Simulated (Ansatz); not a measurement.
`O[Si]([SiH3])([SiH3])Cl` + `[OH][MgH]` → `[MgH][O][SiH3]` + `O[SiH]([SiH3])Cl` at 298.15 K and 1 bar (cleavage of the Si–Si bond).

Program: Ansatz. Geometries: PBE0-D4/def2-TZVP. ΔE: electronic, gas phase. CBS: MP2 limit from def2 TZ/QZ plus the TZ coupled-cluster correction, frozen cores. For Mg outer-core shells are correlated without core-valence functions, which leaves a few kJ/mol of doubt a bond. One conformer a species, not always the lowest.

| species | CCSD(T)/CBS energy (Eh) | H − E (kJ/mol) | S (J/(mol·K)) |
| --- | --- | --- | --- |
| `O[Si]([SiH3])([SiH3])Cl` | -1406.48895 | 203.0 | 415.4 |
| `[OH][MgH]` | -276.29839 | 59.0 | 252.1 |
| `[MgH][O][SiH3]` | -566.62487 | 107.4 | 302.1 |
| `O[SiH]([SiH3])Cl` | -1116.20942 | 151.6 | 352.2 |

H − E and S are ideal-gas, rigid-rotor, harmonic terms from PBE0-D4/def2-TZVP, for one conformer and one mirror image of each species. 1 Eh = 2625.50 kJ/mol, R = 8.31446 J/(mol·K).

By hand: ΔE, ΔH, ΔS and ΔG.

ΔE = (-566.62487) + (-1116.20942) − (-1406.48895) − (-276.29839) = -0.04695 Eh = -123.3 kJ/mol. Δ(H − E) = 107.4 + 151.6 − 203.0 − 59.0 = -3.0, so ΔH = -126.3 kJ/mol. ΔS = 302.1 + 352.2 − 415.4 − 252.1 = -13.2 J/(mol·K). ΔG = -126.3 − 298.15 × (-13.2)/1000 = -122.4 kJ/mol.

By hand: the equilibrium constant, and the temperature at which ΔG would vanish if ΔH and ΔS stayed fixed.

log₁₀ K = −ΔG/(RT ln 10) = 21.4. ΔG = 0 at ΔH/ΔS = 9568 K, far beyond where these terms or the molecules hold.

The number of gas molecules stays the same, so ΔS is small and ΔH decides. A doubt of 5 kJ/mol in ΔE shifts log₁₀ K by 0.9 here. Other conformers and mirror images would add mixing entropy, several J/(mol·K) or more a flexible species. These are equilibria of isolated gas molecules and say nothing of rates. Largest T1 diagnostic: 0.013 (customary marks: 0.02 for closed shells, 0.045 for open ones).
